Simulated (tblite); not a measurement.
C₄H₇ClSi.
SMILES with atom numbers: `[Cl:1][SiH2:2][C@H:3]1[CH:4]=[CH:5][CH2:6]1` (hydrogens: H7, H8 on Si2; H9 on C3; H10 on C4; H11 on C5; H12, H13 on C6)

Structure optimised with GFN2-xTB, isolated species.

(1) What internal coordinates does the optimisation give?

## Answers

(1) 
```
   bond  length (Å)
Cl1–Si2       2.019
 Si2–C3       1.898
  C3–C4       1.504
  C4=C5       1.329
  C5–C6       1.500
  C3–C6       1.558
 Si2–H7       1.462
 Si2–H8       1.461
  C3–H9       1.093
 C4–H10       1.075
 C5–H11       1.075
 C6–H12       1.090
 C6–H13       1.089
```

A selection of angles:
```
     angle  degrees
Cl1–Si2–C3    108.7
Cl1–Si2–H7    108.3
Cl1–Si2–H8    108.2
 C3–Si2–H7    110.2
 C3–Si2–H8    110.2
 H7–Si2–H8    111.1
 Si2–C3–C4    116.0
 Si2–C3–C6    116.5
 Si2–C3–H9    111.0
  C4–C3–C6     85.4
  C4–C3–H9    113.2
  C6–C3–H9    112.8
  C3–C4–C5     94.5
 C3–C4–H10    130.9
 C5–C4–H10    134.6
  C4–C5–C6     94.2
 C4–C5–H11    134.6
 C6–C5–H11    131.2
 C5–C6–H12    115.5
 C5–C6–H13    115.3
  C3–C6–C5     85.9
 C3–C6–H12    115.5
 C3–C6–H13    114.4
H12–C6–H13    109.0
```

Torsions: Cl1–Si2–C3–C4 -170° (antiperiplanar); Si2–C3–C4–C5 116° (anticlinal); C3–C4–C5–C6 1° (synperiplanar); C4–C5–C6–C3 -1° (synperiplanar); Si2–C3–C6–C5 -116° (anticlinal).

The 4 C–C bonds span 1.329 Å (C4=C5, drawn double) to 1.558 Å (C3–C6, drawn single), a spread of 0.229 Å. Si2 (chlorine-bound silicon) is tetrahedral (angles from 108.2° to 111.1°). The 4-membered ring C3–C4–C5–C6 has internal angles of 85.4° to 94.5°; it is planar, 0.01 Å rms from its mean plane, widest ring torsion 1°.

Point group: C1 (no symmetry element, even within 0.4 Å). Its GFN2-xTB frequencies are all real (lowest 42 cm⁻¹). One conformer, not necessarily the lowest.

The numbers are calculated, not measured.
